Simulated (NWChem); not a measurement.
System: Si2N2H5F; SMILES F[SiH]1N[SiH2]N1

The following NWChem deck was run.

```
start job
memory heap 200 mb stack 900 mb global 1100 mb
geometry units angstroms noautosym nocenter noautoz
  F      0.618589     2.112108     0.000000
  Si    -0.428973     0.870635     0.000000
  N     -0.118372    -0.338911    -1.195181
  Si     0.203733    -1.577276     0.000000
  N     -0.118372    -0.338911     1.195181
  H     -1.751668     1.542191     0.000000
  H     -0.116567    -0.334650    -2.203831
  H     -0.751711    -2.727715     0.000000
  H      1.587512    -2.145404     0.000000
  H     -0.116567    -0.334650     2.203831
end
basis spherical
  F library pcsseg-1
  Si library pcsseg-1
  N library pcsseg-1
  H library pcsseg-1
end
dft
  xc bhlyp
  iterations 150
end
property
  shielding 8 1 2 3 4 6 7 8 9
end
task dft property
```

Structure relaxed at the PBE0/def2-SVP level.

GIAO values for the isolated, static molecule; σ is the absolute isotropic shielding, δ = σ(reference) − σ with the isolated reference molecule computed at the same levels (19F: trichlorofluoromethane, 1H: tetramethylsilane, 15N: ammonia, 29Si: tetramethylsilane).

Atoms are numbered as in the input.

Task: Predict the main results of this run. (BHandHLYP/pcSseg-1, GIAO.) Quantities: δ F1 (ppm); δ N3 (ppm); δ Si4 (ppm); δ H6 (ppm); δ H7 (ppm); δ H8 (ppm); δ H9 (ppm).

Result: 
- δ F1 (ppm) = -99.8
- δ N3 (ppm) = 27.7
- δ Si4 (ppm) = -28.2
- δ H6 (ppm) = 4.92
- δ H7 (ppm) = 0.73
- δ H8 (ppm) = 5.15
- δ H9 (ppm) = 5.24
